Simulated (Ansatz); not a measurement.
Ansatz (a first-principles code) input:
A basis named .json is the Basis Set Exchange file of that set.

Ansatz 0.2 input:
```yaml
crystal:
  periodic: [false, false, false]
  atoms:
    - {symbol: Si, position_ang: [-0.01269356, -0.00522575, 0.01010812]}
    - {symbol: C, position_ang: [-1.74811313, 0.57254283, -0.04560001]}
    - {symbol: O, position_ang: [0.22217972, -1.50969620, -0.60679027]}
    - {symbol: O, position_ang: [0.97049977, 0.94938331, -0.91017758]}
    - {symbol: O, position_ang: [0.37998505, -0.02524776, 1.60108001]}
    - {symbol: H, position_ang: [-2.25584904, 0.79934817, -0.97630530]}
    - {symbol: H, position_ang: [-2.35578838, 0.68090884, 0.84472526]}
    - {symbol: H, position_ang: [0.58161217, -1.55962592, -1.49626177]}
    - {symbol: H, position_ang: [0.93635737, 1.89808086, -0.76577170]}
    - {symbol: H, position_ang: [1.17873995, -0.49632342, 1.85280271]}
basis:
  gaussian:
    orbitals: aug-cc-pV_D+d_Z.json
magnetization: {spin_polarized: true, initial_magnetization: 1}
correlation: {method: ccsd_t, electrons: outside_noble_gas}
output: {forces: true}
```

### Question
Which total energy does the run end on?

### Answer
-555.35851 Eh (CCSD(T)/aug-cc-pV(D+d)Z). The basis has 169 functions.

It need not be the lowest isomer of its formula.
